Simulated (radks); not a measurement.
The numbers below are computed, except where a source is named.
Ionisation of W+, [Xe] 4f14 5d4 6s1, to W2+, [Xe] 4f14 5d4, under several functionals. Non-relativistic Kohn-Sham, spin-polarised, spherical densities, point nucleus; open shells are filled with parallel spins first (spin-orbit coupling, left out, can overturn this in heavy ions); a radial shooting solver on a logarithmic mesh with Libxc functionals.

| functional | E(W+) (hartree) | Exc (hartree) | IE (eV) | -e(HOMO) (eV) | <r> HOMO (bohr) | IE error (eV) |
|---|---|---|---|---|---|---|
| XLYP | -15292.6192 | -308.2105 | 14.442 | 11.185 | 3.189 | -1.928 |
| exchange-only r2SCAN | -15287.0917 | -302.6990 | 13.920 | 11.108 | 3.201 | -2.450 |
| exchange-only B88 | -15287.9054 | -303.4510 | 14.270 | 11.078 | 3.203 | -2.100 |
| revTPSS | -15289.3258 | -304.8920 | 14.279 | 11.250 | 3.171 | -2.091 |
| HCTH/407 | -15301.1642 | -317.1462 | 14.332 | 11.320 | 3.139 | -2.038 |
| AM05 | -15283.4416 | -298.9727 | 14.579 | 11.431 | 3.157 | -1.791 |
| OLYP | -15297.0488 | -312.8651 | 14.138 | 11.019 | 3.168 | -2.232 |

NIST Atomic Spectra Database: 16.4 eV (semi-empirical). Closest: AM05. The Delta-SCF values span 0.66 eV, the total energies 17.72 hartree. The highest occupied level is 6s. Relativity is left out here, which matters for elements this heavy. Open shells are spherical and high-spin; term and fine-structure splittings are not resolved.
